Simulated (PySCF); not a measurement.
C2H6ClFSi, SMILES CC[Si@@H](F)Cl.

Geometry optimised at PBE0-D3(BJ)/def2-SVP. The structure was generated by enumeration; whether it is a known compound was not checked. Other conformers were not sampled.

Method: PySCF 2.14.0 with TDDFT-M06-2X/def2-SVPD.

Vertical excitations. Isolated molecule, no solvent.

| state | energy (eV) | λ (nm) | f | main pairs |
|---|---|---|---|---|
| S1 | 7.98 | 155 | 0.019 | HOMO→LUMO+1 35 %, HOMO→LUMO+2 33 %, HOMO→LUMO 21 % |
| S2 | 8.05 | 154 | 0.005 | HOMO→LUMO 40 %, HOMO→LUMO+1 38 % |
| S3 | 8.44 | 147 | 0.042 | HOMO→LUMO+2 51 %, HOMO→LUMO 28 %, HOMO→LUMO+1 9 % |
| S4 | 8.71 | 142 | 0.041 | HOMO−1→LUMO+1 54 %, HOMO−1→LUMO 24 % |
| S5 | 9.02 | 137 | 0.027 | HOMO−2→LUMO 23 %, HOMO→LUMO+3 19 %, HOMO−2→LUMO+1 16 %, HOMO−1→LUMO 16 % |
| S6 | 9.16 | 135 | 0.091 | HOMO−2→LUMO+1 26 %, HOMO→LUMO+4 22 %, HOMO−1→LUMO+2 11 %, HOMO−1→LUMO+1 9 % |
| S7 | 9.20 | 135 | 0.030 | HOMO−1→LUMO+2 32 %, HOMO→LUMO+3 22 %, HOMO→LUMO+4 11 %, HOMO−2→LUMO 9 % |
| S8 | 9.32 | 133 | 0.026 | HOMO−2→LUMO+2 43 %, HOMO−2→LUMO 13 %, HOMO−2→LUMO+1 12 % |
| S9 | 9.45 | 131 | 0.022 | HOMO−1→LUMO 22 %, HOMO−1→LUMO+2 21 %, HOMO−3→LUMO 20 %, HOMO→LUMO+3 7 % |
| S10 | 9.56 | 130 | 0.069 | HOMO→LUMO+5 44 %, HOMO→LUMO+3 14 %, HOMO−2→LUMO 12 %, HOMO→LUMO+10 7 % |
| T1 | 7.71 | 161 | 0 | HOMO→LUMO+1 58 %, HOMO→LUMO+2 22 % |
| T2 | 7.82 | 159 | 0 | HOMO→LUMO 49 %, HOMO→LUMO+2 17 %, HOMO→LUMO+1 9 %, HOMO→LUMO+6 8 % |
| T3 | 8.25 | 150 | 0 | HOMO→LUMO+2 31 %, HOMO→LUMO 25 %, HOMO−1→LUMO+1 13 %, HOMO−1→LUMO 7 % |
| T4 | 8.32 | 149 | 0 | HOMO−1→LUMO+1 44 %, HOMO→LUMO+2 9 %, HOMO−1→LUMO 9 %, HOMO→LUMO 8 % |
Triplets are in the Tamm–Dancoff approximation, which puts them higher than full response would, so one can lie above its singlet here.
